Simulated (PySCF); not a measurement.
# Working out the excitation energy of O²⁺

O²⁺ [He] 2s2 2p2 (3P) → O²⁺ [He] 2s1 2p3 (5S). Computed with PySCF 2.14 in ANO-RCC-VTZP (4s3p2d1f, 30 functions), with scalar relativity by spin-free X2C-1e. Frozen: 1s2. Energies in hartree (1 hartree = 27.21139 eV):

```csv
part,O²⁺ (lower),O²⁺ (upper)
UHF,-73.157423,-72.951394
CCSD correlation,-0.093941,-0.030201
(T),-0.001222,-0.000096
```

Task: What does Hartree-Fock give?

Result: (-72.951394) − (-73.157423) = 0.206029 hartree = 5.606 eV.

Task: What do CCSD and CCSD(T) give?

Result: The CCSD correlation energies differ by 0.063740 hartree = 1.734 eV and the triples by 0.001126 hartree = 0.031 eV, so CCSD gives 7.340 eV and CCSD(T) 7.371 eV.
